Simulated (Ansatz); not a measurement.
Species, as SMILES: [AlH] (AlH) (closed-shell singlet).
Atoms: Al1, H2. Bonds: Al1-H2.

How fast the highest harmonic wavenumber converges with the basis for several methods (Ansatz, an electronic-structure program): deviation from each method's own reference, in cm⁻¹. References: B3LYP 1642 cm⁻¹, the value in aug-pcseg-3; CCSD(T) 1686 cm⁻¹, the value in aug-pcseg-3; HF 1731 cm⁻¹, the value in aug-pcseg-3; MP2 1722 cm⁻¹, the value in aug-pcseg-3; PBE 1588 cm⁻¹, the value in aug-pcseg-3. All functions are spherical. In correlated methods cores are frozen. A restricted Hartree-Fock determinant is unstable towards unrestricted orbitals. No added dispersion term, no relativity. Each level at its own minimum, unscaled; the references are large sets that could be run, not limits.

```json
[
 {"basis": "def2-SVPD", "functions": "32", "B3LYP": "4", "CCSD(T)": "___", "HF": "17", "MP2": "10", "PBE": "6"},
 {"basis": "aug-pcseg-1", "functions": "36", "B3LYP": "-19", "CCSD(T)": "___", "HF": "-2", "MP2": "-6", "PBE": "-17"},
 {"basis": "aug-cc-pV(D+d)Z", "functions": "41", "B3LYP": "-19", "CCSD(T)": "___", "HF": "-18", "MP2": "-35", "PBE": "-14"},
 {"basis": "pcseg-2", "functions": "48", "B3LYP": "-2", "CCSD(T)": "___", "HF": "12", "MP2": "24", "PBE": "0"},
 {"basis": "aug-cc-pV(T+d)Z", "functions": "78", "B3LYP": "-12", "CCSD(T)": "___", "HF": "-11", "MP2": "-20", "PBE": "-10"},
 {"basis": "def2-QZVPP", "functions": "100", "B3LYP": "1", "CCSD(T)": "___", "HF": "4", "MP2": "6", "PBE": "2"},
 {"basis": "def2-QZVPPD", "functions": "109", "B3LYP": "0", "CCSD(T)": "___", "HF": "4", "MP2": "5", "PBE": "1"},
 {"basis": "aug-pcseg-3", "functions": "138", "B3LYP": "0", "CCSD(T)": "___", "HF": "0", "MP2": "0", "PBE": "0"}
]
```

Q: Complete the blanks.

A: 
- def2-SVPD, CCSD(T): 11
- aug-pcseg-1, CCSD(T): -8
- aug-cc-pV(D+d)Z, CCSD(T): -38
- pcseg-2, CCSD(T): 30
- aug-cc-pV(T+d)Z, CCSD(T): -21
- def2-QZVPP, CCSD(T): 5
- def2-QZVPPD, CCSD(T): 3
- aug-pcseg-3, CCSD(T): 0

Mean absolute deviation over pcseg-2, aug-cc-pV(T+d)Z: PBE 5, B3LYP 7, HF 11, MP2 22, CCSD(T) 26 cm⁻¹.
